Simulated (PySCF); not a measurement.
**One change at a time: excitation energies**

Method used: TDDFT wB97X-D/def2-SVPD, vertical, gas phase, core orbitals frozen in the response in PySCF 2.14.0, density-fitted response routines. Geometries: GFN2-xTB; one conformer of each isolated species. Triplets are in the Tamm–Dancoff approximation. 'Strongest' means the level of largest summed f among the lowest 8 singlets; it needn't be the same kind of state in each.

Parent: `C[SiH2]O/C=C/F`, with lowest singlet excitation energy 6.31 eV, mean static polarisability 68.4 au, oscillator strength of the strongest level 0.42, energy of the strongest computed level 6.86 eV, S1–T1 gap 2.07 eV. Its spectrum: 196 nm (f 0.001); 181 nm (f 0.419); 180 nm (f 0.034); 171 nm (f 0.001); 161 nm (f 0.009).

(1) How do these changes move the values? H on C replaced by F (`F/C=C/O[SiH2]CF`); H on C replaced by ethynyl (`C#CC[SiH2]O/C=C/F`); H on C replaced by vinyl (`C=CC[SiH2]O/C=C/F`).

Answers

(1) 

```tsv
change	SMILES	Δ S1 (eV)	Δ α (au)	Δ f (strongest)	Δ strongest (eV)	Δ S1−T1 (eV)
H on C replaced by F	F/C=C/O[SiH2]CF	-0.17	0.0	0.00	+0.04	-0.18
H on C replaced by ethynyl	C#CC[SiH2]O/C=C/F	+0.11	+18.8	-0.33	+0.21	-0.03
H on C replaced by vinyl	C=CC[SiH2]O/C=C/F	-0.07	+24.0	+0.03	-0.14	-0.07
```

S1 falls most with H on C replaced by F (-0.17 eV), and it rises most with H on C replaced by ethynyl (+0.11 eV). S1 is simply the lowest singlet of each species and needn't be the same kind of state throughout.

Lowest levels of each derivative:
- `F/C=C/O[SiH2]CF`: 6.14 eV (f 0.001); 6.90 eV (f 0.418); 6.98 eV (f 0.031)
- `C#CC[SiH2]O/C=C/F`: 6.42 eV (f 0.003); 6.66 eV (f 0.001); 6.86 eV (f 0.051)
- `C=CC[SiH2]O/C=C/F`: 6.24 eV (f 0.003); 6.71 eV (f 0.451); 6.86 eV (f 0.248)
